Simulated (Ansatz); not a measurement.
`C[O][GeH2][CH3]` + CH₃SH → `C[S][GeH2][CH3]` + CH₃OH at 700 K and 1 bar (ligand exchange at a Ge–O bond).

Calculated with Ansatz (gas phase, PBE0-D4/def2-TZVP geometries, no zero-point term in ΔE). CCSD(T)/CBS adds triple-zeta CCSD(T) − MP2 to the extrapolated MP2 energy (def2 sets, frozen cores). This one scheme is used for every species. For Ge outer-core shells are correlated without core-valence functions, which leaves a few kJ/mol of doubt a bond. Scalar relativity is left out up to krypton. Each species was taken in one conformer, which may not be the lowest.

| species | CCSD(T)/CBS energy (Eh) | H − E (kJ/mol) | S (J/(mol·K)) |
| --- | --- | --- | --- |
| `C[O][GeH2][CH3]` | -2232.21365 | 327.1 | 470.6 |
| CH₃SH | -438.22835 | 160.2 | 309.0 |
| `C[S][GeH2][CH3]` | -2554.83183 | 323.9 | 490.2 |
| CH₃OH | -115.61712 | 170.8 | 288.5 |

H − E and S are ideal-gas, rigid-rotor, harmonic terms from PBE0-D4/def2-TZVP, for one conformer and one mirror image of each species. 1 Eh = 2625.50 kJ/mol, R = 8.31446 J/(mol·K).

Problem. By hand: ΔE, ΔH, ΔS and ΔG.

Solution. ΔE = (-2554.83183) + (-115.61712) − (-2232.21365) − (-438.22835) = -0.00695 Eh = -18.2 kJ/mol. Δ(H − E) = 323.9 + 170.8 − 327.1 − 160.2 = 7.4, so ΔH = -10.8 kJ/mol. ΔS = 490.2 + 288.5 − 470.6 − 309.0 = -0.9 J/(mol·K). ΔG = -10.8 − 700 × (-0.9)/1000 = -10.2 kJ/mol.

Problem. By hand: the equilibrium constant, and the temperature at which ΔG would vanish if ΔH and ΔS stayed fixed.

Solution. log₁₀ K = −ΔG/(RT ln 10) = 0.8. ΔG = 0 at ΔH/ΔS = 12000 K, far beyond where these terms or the molecules hold.

The number of gas molecules stays the same, so ΔS is small and ΔH decides. A doubt of 5 kJ/mol in ΔE shifts log₁₀ K by 0.4 here. Other conformers and mirror images would add mixing entropy, several J/(mol·K) or more a flexible species. Modes under 60 cm⁻¹, often nearly free rotors, make the harmonic entropy too high. These are equilibria of isolated gas molecules and say nothing of rates. Largest T1 diagnostic: 0.011 (customary marks: 0.02 for closed shells, 0.045 for open ones).
